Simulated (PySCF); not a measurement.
**MoBr: from constants to spectrum**

MN15 constants of MoBr, ⁶Σ⁺ (sextet), unpaired electrons σ ↑, π ↑↑, δ ↑↑ (basis Mo def2-TZVPP with ECP28, Br def2-TZVPP; scalar-relativistic core potentials; PySCF 2.14; masses 97.9054 and 78.9183 u):

* ωe: 279.4 cm⁻¹
* ωexe: 0.727 cm⁻¹
* Be: 0.066294 cm⁻¹
* αe: 0.000227 cm⁻¹
* De to Mo (4d5 5s1) + Br: 3.56 eV

Problem. What force constant and bond length do these constants imply?

Solution. Reduced mass μred = 43.696 u; k = 5.8918×10⁻⁷·μred·ωe² (u, cm⁻¹, mdyn/Å) = 2.01 mdyn/Å; Re = √(16.8576/(μred·Be)) (u, cm⁻¹, Å) = 2.412 Å.

Problem. Estimate the centrifugal constant D from the Kratzer relation and find the Dunham coefficient a1.

Solution. D = 4Be³/ωe² = 1.49e-08 cm⁻¹; a1 = −1 − αeωe/(6Be²) = -3.41.

The metal atom is held in its measured ground configuration; semilocal functionals can put another filling of s and d lower by some tenths of an eV, and De to that atom would be smaller. These are scalar-relativistic numbers at best; spin–orbit coupling would shift them, the dissociation energy most. The state is the lowest single determinant that the PBE0 search found; with open d or f shells the true ground state can be another one.
